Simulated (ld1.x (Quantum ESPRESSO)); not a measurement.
**What one change does to a pseudopotential (tungsten (W), TM)**

```
Element                 : tungsten
Generator               : ld1.x (Quantum ESPRESSO) 7.5
Type                    : norm-conserving Troullier–Martins (Kleinman–Bylander form)
Functional              : PBEsol
Relativity              : scalar-relativistic
Frozen core             : [Xe] 4f14
Valence charge          : 6
Reference configuration : 5d4 6s0.5 6p0 (charge +1.5)
Partial waves           : 6s (bound): rc 1.90 bohr; 5d (bound): rc 2.05 bohr; 6p (bound, empty): rc 3.05 bohr
Local potential         : the p channel
Core correction         : Bessel-smoothed model core, default radius (core density twice the valence density)
```

Change: core correction none.

Cutoffs: the cutoffs (Ry, on a coarse ladder) from which the occupation-weighted sum of valence levels, in a spherical-Bessel basis at the reference potential, stays within 10 and 1 mRy of its value at 400 Ry; they do not see the model core or the augmentation charge, which bear on the density cutoff. Errors are all-electron minus pseudo energies relative to the spin-unpolarised reference configuration.

Task: Predict the effect on cutoff, ghosts and configuration errors.

Result: The potential gets neither clearly harder nor softer (30 Ry and 50 Ry → 30 Ry and 50 Ry); of the 7 tests that both files solve, the error grows in 4 and shrinks in 3 by more than 15 % and 0.3 meV (median size 10.5 → 18.8 meV); neither file shows a bound ghost. The default core radius of the base comes out at 1.56 bohr.

```csv
quantity,base,changed
"cutoff, loose",30 Ry,30 Ry
"cutoff, tight",50 Ry,50 Ry
bound ghosts,none,none
"error for 5d4 6s2 6p0, meV [ΔE -15.89 eV]",-11,+58
"error for 5d4 6s1 6p0, meV [ΔE -6.97 eV]",-1.1,+11
"error for 5d4 6s0 6p0, meV [ΔE 8.73 eV]",-9.1,+4.3
"error for 5d4 6s0 6p2, meV [ΔE -6.56 eV]",-14,+4.2
"error for 5d3 6s2 6p0, meV [ΔE -7.02 eV]",-62,+134
"error for 5d3 6s0 6p0, meV [ΔE 34.13 eV]",-262,-111
"error for 5d4 6s1 6p1, meV [ΔE -11.35 eV]",-3.9,+19
s: phases at 3.29 bohr within 0.05 rad from the reference energy up to (Ry; the scan ends near 5),0.5,0.5
p: phases at 3.29 bohr within 0.05 rad from the reference energy up to (Ry; the scan ends near 5),1.4,1.4
d: phases at 3.29 bohr within 0.05 rad from the reference energy up to (Ry; the scan ends near 5),-0.2,-0.2
```
